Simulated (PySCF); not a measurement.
M06-L on F- (fluorine, charge -1), [Ne], closed-shell 1S. All numbers are calculated (PySCF 2.14, no relativity, point nucleus, in aug-cc-pVQZ with one added diffuse shell each of s, p, d, f, g type (7s6p5d4f3g, 105 functions)).

```
cycle= 1 E= -99.8644925145786  delta_E= 9.17e-05  |g|= 0.107  |ddm|= 0.281
cycle= 2 E= -99.8477389744382  delta_E= 0.0168  |g|= 0.263  |ddm|= 0.371
cycle= 3 E= -99.8695220967403  delta_E= -0.0218  |g|= 0.0308  |ddm|= 0.189
cycle= 4 E= -99.870080077771  delta_E= -0.000558  |g|= 0.0059  |ddm|= 0.0736
cycle= 5 E= -99.8700975644793  delta_E= -1.75e-05  |g|= 0.000985  |ddm|= 0.00817
cycle= 6 E= -99.870097876688  delta_E= -3.12e-07  |g|= 4.57e-05  |ddm|= 0.00138
cycle= 7 E= -99.8700978812125  delta_E= -4.52e-09  |g|= 5.73e-06  |ddm|= 0.000311
cycle= 8 E= -99.8700978812269  delta_E= -1.44e-11  |g|= 1.04e-06  |ddm|= 1.84e-05
converged SCF energy = -99.8700978812269  <S^2> = 7.9936058e-15  2S+1 = 1
```

Highest occupied orbital energy: 1.511 eV; ⟨L²⟩ = 0.00; populations by l: s 4.00, p 6.00, d 0.00, f 0.00.

Can this result be used?

With care. The run converged. At M06-L the highest occupied level has a positive energy, so only the finite basis holds that electron; in a semilocal or global hybrid functional this comes from self-interaction and does not mean that the real anion is unbound.
